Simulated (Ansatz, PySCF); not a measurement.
Spin gap between two states, R1 and P1; the higher of the two is an excited state, each structure at its B3LYP-D3(BJ)/def2-TZVP stationary point, reached from a drawn start (curvature not checked).
R1, Cl2Ge (SMILES [Cl][Ge][Cl]) (charge 0, multiplicity 1):
```xyz
3

Ge     0.0000     0.0000    -0.9404
Cl     1.6943     0.0000     0.4702
Cl    -1.6943     0.0000     0.4702
```
P1, Cl2Ge (SMILES [Cl][Ge][Cl]) (charge 0, multiplicity 3, Z-matrix in Å and degrees):
```
Ge
Cl 1 2.1829
Cl 1 2.1829 2 118.68
```

P less R. No zero-point or thermal terms; singlets are restricted closed shells; open shells are unrestricted; no spin–orbit coupling.

Correlated levels freeze the cores. In cc and def2 sets filled d and f shells under p-block atoms count as core. CBS(a, b) extrapolates the correlation energy as X⁻³ and adds the Hartree–Fock energy of set b.

Run with Ansatz (Gaussian orbitals); PySCF for the D3/D4 terms. No computed number here is a measurement.

PBE/def2-TZVPP gives 2.640 eV for the spin gap.

Where do these levels fall relative to PBE: PBE-D3(BJ)/def2-TZVPP, r2SCAN/def2-TZVPP, PBE0/def2-TZVPP, wB97M-V/def2-TZVPP, B2PLYP/def2-TZVPP, MP2/CBS(def2-TZVPP, def2-QZVPP), CCSD(T)/CBS(def2-TZVPP, def2-QZVPP).

PBE-D3(BJ)/def2-TZVPP 0.005; r2SCAN/def2-TZVPP -0.164; PBE0/def2-TZVPP -0.092; wB97M-V/def2-TZVPP 0.112; B2PLYP/def2-TZVPP 0.046; MP2/CBS(def2-TZVPP, def2-QZVPP) -0.008; CCSD(T)/CBS(def2-TZVPP, def2-QZVPP) -0.006 eV. 3 of 7 lie above PBE; the widest gap is to r2SCAN/def2-TZVPP.

Ansatz is a first-principles code.
